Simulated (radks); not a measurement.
Ta, configuration [Xe] 4f14 5d3 6s2.

Calculated with a radial shooting solver on a logarithmic mesh with Libxc functionals: scalar-relativistic Kohn-Sham, PBE, spin-polarised, spherical densities, point nucleus; open shells are filled with parallel spins first (spin-orbit coupling, left out, can overturn this in heavy ions).

Energy parts (eV):
| part | energy |
|---|---|
| total | -424622.96 |
| kinetic | 466626.66 |
| electron-nucleus | -1048801.55 |
| Hartree | 166127.50 |
| exchange-correlation | -8575.57 |

Orbitals (lengths in bohr, moments of r in powers of bohr; r(90%) holds 90 % of the orbital's charge):
orbital,occ.,eigenvalue (eV),r(90%),<r^4>
1s down,1,-67371.86,0.0339,6.200e-07
1s up,1,-67371.85,0.0339,6.200e-07
2s up,1,-11574.87,0.122,0.00009378
2s down,1,-11574.77,0.122,0.00009378
2p up,3,-10142.47,0.115,0.00007326
2p down,3,-10142.40,0.115,0.00007326
3s up,1,-2651.389,0.300,0.003462
3s down,1,-2651.372,0.300,0.003462
3p up,3,-2225.429,0.306,0.003713
3p down,3,-2225.407,0.306,0.003713
3d up,5,-1728.764,0.288,0.002875
3d down,5,-1728.706,0.288,0.002875
4s up,1,-540.3888,0.659,0.08196
4s down,1,-540.3149,0.659,0.08196
4p up,3,-400.6834,0.709,0.1094
4p down,3,-400.6163,0.709,0.1093
4d up,5,-221.9517,0.785,0.1634
4d down,5,-221.8686,0.785,0.1630
5s up,1,-73.2252,1.59,2.778
5s down,1,-72.1968,1.58,2.714
5p up,3,-39.8187,1.91,5.741
5p down,3,-38.4000,1.89,5.596
4f up,7,-24.5408,1.08,0.7100
4f down,7,-24.3000,1.07,0.6714
6s up,1,-5.8742,4.80,228.8
6s down,1,-4.6953,5.13,298.7
5d up,3,-4.2049,3.59,78.29
5d down,0,-2.5225,3.96,125.3

The highest occupied level is 5d up at -4.205 eV. The density falls to 0.001 e/bohr^3 at r = 4.87 bohr. Spin moment in Bohr magnetons: 3.
